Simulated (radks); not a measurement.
Values are calculated unless marked as measured or tabulated.
Species: Ne3+. Configuration: 1s1.5 2s2 2p3 3s0.5 (fractional occupations, a model configuration).

Level of theory: scalar-relativistic Kohn-Sham, BLYP, spin-unpolarised, spherical densities, point nucleus (a radial shooting solver on a logarithmic mesh with Libxc functionals).

Energy parts (eV):
part                     energy
total                 -2924.459
kinetic                2925.533
electron-nucleus      -6624.187
Hartree                1019.032
exchange-correlation   -244.837

Orbitals (lengths in bohr, moments of r in powers of bohr; r(90%) holds 90 % of the orbital's charge):
| orbital | occ. | eigenvalue (eV) | <r> | r(90%) | <r^4> |
|---|---|---|---|---|---|
| 1s | 1.5 | -968.2197 | 0.1553 | 0.277 | 0.002722 |
| 2s | 2 | -114.0731 | 0.7629 | 1.19 | 0.8566 |
| 2p | 3 | -92.4921 | 0.7038 | 1.17 | 0.8025 |
| 3s | 0.5 | -31.4257 | 2.255 | 3.31 | 50.73 |

The highest occupied level is 3s at -31.426 eV. Summed over all electrons, <r^2> = 6.174 bohr^2, which gives a Langevin (diamagnetic) susceptibility term of -4.89 x 10^-6 cm^3/mol. The density falls to 0.001 e/bohr^3 at r = 3.09 bohr.
